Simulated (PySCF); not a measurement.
## Correlation energy of As⁺ (arsenic, charge +1)

[Ar] 3d10 4s2 4p1 5s1, high-spin 3P determinant (an excited configuration). Computed with PySCF 2.14 in x2c-TZVPPall with one added diffuse shell each of s, p, d type (7s6p5d1f, 57 functions), with the spin-free X2C one-electron Hamiltonian (Gaussian nucleus). Frozen: [Ar] 3d10; 4 electrons correlated.

| level | correlation energy (mhartree) |
| --- | --- |
| CCSD | -64.27 |
| (T) | -1.61 |
| CCSD(T) | -65.88 |
| CCSDT | -66.36 |

Diagnostics: T1 = 0.017, D1 = 0.0455, largest double amplitude 0.089.

The outer electron is Rydberg-like, and this basis confines it to a smaller radius and binds it less than a complete one would.

Cost of the coupled-cluster step: of the order of 1.5 core-seconds, for 4 correlated electrons.
